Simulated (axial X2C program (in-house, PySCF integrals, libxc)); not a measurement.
# Ω levels of TiCN from open-shell CI on d2 s1 p(π)0

Calculated with an in-house all-electron X2C program for linear molecules (integrals from PySCF): two-component X2C with atomic mean-field Coulomb and Gaunt terms, basis Ti dyall-v3z, C dyall-v3z, N dyall-av3z (cores contracted in-house). Orbitals come from Hartree–Fock averaged over the configuration Ti d2 s1 p(π)0; CI then distributes these electrons over the d, s, p(π) shells of Ti.

Ti–C–N held linear, bonds 2.262 and 1.160 Å (the second held) (near the minimum of the configuration average).

Lowest levels of this model:

```json
{"Ω": "3/2", "energy (cm⁻¹)": "0", "g∥": "0.01", "μ (D)": "-5.86", "configuration": "99% d2 s1"}
{"Ω": "5/2", "energy (cm⁻¹)": "97", "g∥": "4.00", "μ (D)": "-5.86", "configuration": "99% d2 s1"}
{"Ω": "7/2", "energy (cm⁻¹)": "196", "g∥": "8.00", "μ (D)": "-5.87", "configuration": "99% d2 s1"}
{"Ω": "9/2", "energy (cm⁻¹)": "297", "g∥": "12.01", "μ (D)": "-5.87", "configuration": "99% d2 s1"}
{"Ω": "1/2", "energy (cm⁻¹)": "1081", "g∥": "1.99", "μ (D)": "-5.85", "configuration": "99% d2 s1"}
{"Ω": "3/2", "energy (cm⁻¹)": "1098", "g∥": "5.98", "μ (D)": "-5.86", "configuration": "99% d2 s1"}
{"Ω": "1/2", "energy (cm⁻¹)": "1881", "g∥": "3.41", "μ (D)": "-5.71", "configuration": "99% d2 s1"}
{"Ω": "1/2", "energy (cm⁻¹)": "1923", "g∥": "0.59", "μ (D)": "-5.72", "configuration": "99% d2 s1"}
{"Ω": "3/2", "energy (cm⁻¹)": "1943", "g∥": "4.02", "μ (D)": "-5.72", "configuration": "99% d2 s1"}
{"Ω": "5/2", "energy (cm⁻¹)": "1965", "g∥": "8.00", "μ (D)": "-5.71", "configuration": "99% d2 s1"}
{"Ω": "1/2", "energy (cm⁻¹)": "3678", "g∥": "2.00", "μ (D)": "-5.30", "configuration": "100% d2 s1"}
{"Ω": "3/2", "energy (cm⁻¹)": "3747", "g∥": "2.00", "μ (D)": "-5.31", "configuration": "100% d2 s1"}
{"Ω": "5/2", "energy (cm⁻¹)": "3812", "g∥": "6.01", "μ (D)": "-5.31", "configuration": "100% d2 s1"}
{"Ω": "7/2", "energy (cm⁻¹)": "3872", "g∥": "10.00", "μ (D)": "-5.30", "configuration": "100% d2 s1"}
{"Ω": "5/2", "energy (cm⁻¹)": "4882", "g∥": "4.00", "μ (D)": "-5.87", "configuration": "99% d2 s1"}
{"Ω": "7/2", "energy (cm⁻¹)": "5087", "g∥": "8.01", "μ (D)": "-5.87", "configuration": "99% d2 s1"}
{"Ω": "9/2", "energy (cm⁻¹)": "15501", "g∥": "10.00", "μ (D)": "-5.76", "configuration": "97% d2 s1"}
{"Ω": "7/2", "energy (cm⁻¹)": "15504", "g∥": "6.00", "μ (D)": "-5.76", "configuration": "97% d2 s1"}
{"Ω": "9/2", "energy (cm⁻¹)": "21967", "g∥": "10.07", "μ (D)": "-8.71", "configuration": "99% d2 p(π)1"}
{"Ω": "11/2", "energy (cm⁻¹)": "22128", "g∥": "14.01", "μ (D)": "-8.74", "configuration": "100% d2 p(π)1"}
{"Ω": "9/2", "energy (cm⁻¹)": "22204", "g∥": "11.94", "μ (D)": "-7.85", "configuration": "62% d2 p(π)1 + 34% d3"}
```

g∥ is the magnitude of 2⟨Lz + ge Sz⟩ for the +Ω component. μ is positive if the N end is positive.

**Question.** From Ω and g∥ of the lowest level, whose 2⟨Lz + ge Sz⟩ is negative, find ⟨Sz⟩ and ⟨Lz⟩ (ge = 2.0023).

**Answer.** Ω = ⟨Lz⟩ + ⟨Sz⟩ = 3/2 and ⟨Lz⟩ + ge⟨Sz⟩ = -0.005, so ⟨Sz⟩ = -1.50 and ⟨Lz⟩ = 3.00.

Occupations of the active spinors in the lowest level by ω, shell by shell in order of energy: -5/2: 0.00; -3/2: 0.00 0.00 0.00; -1/2: 0.00 0.01 0.99 0.00; 1/2: 1.00 0.00 0.00 0.00; 3/2: 1.00 0.00 0.00; 5/2: 0.00. The leading determinant has weight 0.99 among 82.

This point took 1.7 s on 1 thread of AMD EPYC 7R43 64-Core Processor (Zen 3), on a shared host.

There is no dynamic correlation: spin–orbit spacings and, for f shells, spacings inside one term are the most reliable numbers, splittings between terms come out too wide, and energies between configurations are not reliable, so the lowest level need not be the ground state of the molecule. For d shells the ligand-field splittings (σ, π, δ) and their order can be off by a thousand cm⁻¹ or more. At most 4 roots were kept for each Ω > 0 (twice that for Ω = 0) within 3.2 eV of the lowest, so higher up levels can be missing between those listed; levels with Ω > 0 are doubly degenerate and listed once, Ω = 0 levels singly. States that fill the shells left empty in the average are placed too high. The molecule was held linear; bending was not examined.
